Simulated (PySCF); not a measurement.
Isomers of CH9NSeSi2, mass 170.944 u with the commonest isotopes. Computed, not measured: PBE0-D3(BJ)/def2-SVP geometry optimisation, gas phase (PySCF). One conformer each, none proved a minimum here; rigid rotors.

Question: Order these by out-of-plane moment Σ m c² = (Ia + Ib − Ic)/2, smallest first.
A. `[CH3:1][Si@H:2]([SeH:3])[SiH2:4][NH2:5]` with C1–Si2–Se3–H 74°, C1–Si2–Si4–N5 -39°, Si2–Si4–N5–H 57° and -166°
B. `[CH3:1][NH:2][SiH2:3][Se:4][SiH3:5]` with C1–N2–Si3–Se4 152°, N2–Si3–Se4–Si5 136°
C. `[CH3:1][Si@@H:2]([NH2:3])[Se:4][SiH3:5]` with C1–Si2–N3–H -27° and -177°, C1–Si2–Se4–Si5 -80°

Answer: A (20.17 u·Å²), B (20.53 u·Å²), C (64.09 u·Å²).

Question: Order these by rotational constant A, smallest first.
A. `[CH3:1][Si@H:2]([SeH:3])[SiH2:4][NH2:5]` with C1–Si2–Se3–H 74°, C1–Si2–Si4–N5 -39°, Si2–Si4–N5–H 57° and -166°
B. `[CH3:1][Si@@H:2]([NH2:3])[Se:4][SiH3:5]` with C1–Si2–N3–H -27° and -177°, C1–Si2–Se4–Si5 -80°
C. `[CH3:1][NH:2][SiH2:3][Se:4][SiH3:5]` with C1–N2–Si3–Se4 152°, N2–Si3–Se4–Si5 136°

Answer: B (2406 MHz), A (3217 MHz), C (4464 MHz).

Question: Order these by dipole moment, smallest first.
A. `[CH3:1][Si@@H:2]([NH2:3])[Se:4][SiH3:5]` with C1–Si2–N3–H -27° and -177°, C1–Si2–Se4–Si5 -80°
B. `[CH3:1][NH:2][SiH2:3][Se:4][SiH3:5]` with C1–N2–Si3–Se4 152°, N2–Si3–Se4–Si5 136°
C. `[CH3:1][Si@H:2]([SeH:3])[SiH2:4][NH2:5]` with C1–Si2–Se3–H 74°, C1–Si2–Si4–N5 -39°, Si2–Si4–N5–H 57° and -166°

Answer: B (1.84 D), C (2.45 D), A (2.90 D).

```tsv
SMILES	point group	Ia (u·Å²)	Ib (u·Å²)	Ic (u·Å²)	κ	μa (D)	μb (D)	μc (D)
C[Si@@H](N)[Se][SiH3]	C1	210.02	362.00	443.83	-0.59	2.36	1.63	0.37
C[Si@H]([SeH])[SiH2]N	C1	157.12	574.12	690.90	-0.88	1.86	1.49	0.57
CN[SiH2][Se][SiH3]	C1	113.22	568.22	640.40	-0.95	1.50	0.74	0.76
```
